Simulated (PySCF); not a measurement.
# Zinc: a sound run and one with changed settings

Sound run: Zn [Ar] 3d10 4s2, Zn⁺ [Ar] 3d10 4s1. Computed with PySCF 2.14 in 6-31G* (5s4p2d1f, 34 functions), with no relativity, point nucleus. In the sound run the correlated levels freeze [Ar]. The sound run starts from symmetry-adapted Hartree-Fock orbitals and uses a fine grid where one is needed.

Changed run: a valence shell is frozen. This setting is unsound on purpose.

```csv
species,method,sound run (hartree),changed run (hartree),converged
Zn,MP2,-1777.72777,-1777.49996,yes
Zn,CCSD(T),-1777.72146,-1777.51239,yes
```

Ionisation energy of Zn:

```json
{"method": "UHF", "sound run (eV)": "7.401", "changed run (eV)": "7.401"}
{"method": "MP2", "sound run (eV)": "8.231", "changed run (eV)": "7.914"}
{"method": "SCS-MP2", "sound run (eV)": "8.291", "changed run (eV)": "8.017"}
{"method": "CCSD", "sound run (eV)": "8.445", "changed run (eV)": "8.252"}
{"method": "CCSD(T)", "sound run (eV)": "8.484", "changed run (eV)": "8.252"}
{"method": "CCSDT", "sound run (eV)": "n/a", "changed run (eV)": "8.252"}
{"method": "FCI", "sound run (eV)": "n/a", "changed run (eV)": "8.252"}
```

Freezing a valence shell removes pair correlation that changes on ionisation.

For comparison, NIST gives 9.394 eV between the lowest levels.
